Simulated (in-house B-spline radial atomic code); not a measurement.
A fraction x of an electron is removed from 4d in Tc5+, starting from [Kr] 4d2 and keeping the highest spin. Level of theory: scalar-relativistic (X2C) LDA VWN5, spin-polarised, spherical fractional occupations, Fermi nucleus of rms radius 4.41117 fm; calculated with a radial B-spline atomic code at the basis-set limit.

| x | E(x) - E(0) (eV) | 4d up level (eV) |
| --- | --- | --- |
| 0 | 0.0000 | -65.193 |
| 0.06 | 3.9392 | -66.113 |
| 0.15 | 9.9517 | -67.499 |
| 0.35 | 23.7614 | -70.604 |
| 0.5 | 34.5279 | -72.954 |
| 0.51 | 35.2583 | -73.111 |
| 0.67 | 47.1581 | -75.640 |
| 0.83 | 59.4642 | -78.189 |
| 0.88 | 63.3936 | -78.990 |
| 1 | 72.9881 | -80.920 |

The exact functional would give a straight line between the two integer points. Deviations E(x) - E(0) - x[E(1) - E(0)], in eV: -0.44 at x = 0.06, -0.997 at x = 0.15, -1.784 at x = 0.35, -1.966 at x = 0.5, -1.966 at x = 0.51, -1.744 at x = 0.67, -1.116 at x = 0.83, -0.836 at x = 0.88.

The curve lies below the straight line by up to 1.966 eV (at x = 0.5): convex, the delocalisation error that favours fractional charges.

Q: How well does Slater's transition state (minus the level at half occupation) give the ionisation energy?

A: It gives 72.954 eV against 72.988 eV from the two total energies; NIST lists 72.00 eV, ground level to ground level.
